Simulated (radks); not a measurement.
Task: Excited configurations of B2+: one electron is placed in a higher orbital outside [He]. The ground configuration is [He] 2s1. All-electron calculation, scalar-relativistic Kohn-Sham, PBE, spin-polarised, spherical densities, point nucleus; open shells are filled with parallel spins first. Program: a radial shooting solver on a logarithmic mesh with Libxc functionals. Excitation = E - E(ground); binding = E(ion) - E, where the ion is the core of charge +3; n* = 3/sqrt(2 binding) in atomic units, and the quantum defect is n - n*.

| outer orbital | excitation (eV) | binding (eV) | n* | quantum defect | eigenvalue (eV) | <r> (bohr) |
|---|---|---|---|---|---|---|
| 3p | 23.473 | 14.830 | 2.873 | 0.127 | -12.557 | 3.885 |
| 3d | 24.494 | 13.810 | 2.978 | 0.022 | -11.306 | 3.458 |
| 4p | 29.878 | 8.426 | 3.812 | 0.188 | -7.272 | 7.124 |
| 4d | 30.268 | 8.036 | 3.904 | 0.096 | -6.834 | 6.784 |
| 5p | 32.876 | 5.428 | 4.750 | 0.250 | -4.735 | 11.31 |
| 6s | 34.349 | 3.955 | 5.564 | 0.436 | -3.486 | 16.04 |
| 6d | 34.618 | 3.686 | 5.764 | 0.236 | -3.220 | 16.24 |
| 6f | 34.654 | 3.650 | 5.792 | 0.208 | -3.158 | 15.40 |
| 7s | 35.404 | 2.900 | 6.498 | 0.502 | -2.569 | 22.00 |

Estimate the row for 2p.

Result: excitation (eV) 6.058; binding (eV) 32.246; n* 1.949; quantum defect 0.051; eigenvalue (eV) -26.133; <r> (bohr) 1.583. The Delta-SCF ionisation energy is 38.304 eV (NIST Atomic Spectra Database: 37.931 eV, measured). Self-interaction in the functional shifts the binding energies and quantum defects, so they are the method's values and not measured ones.
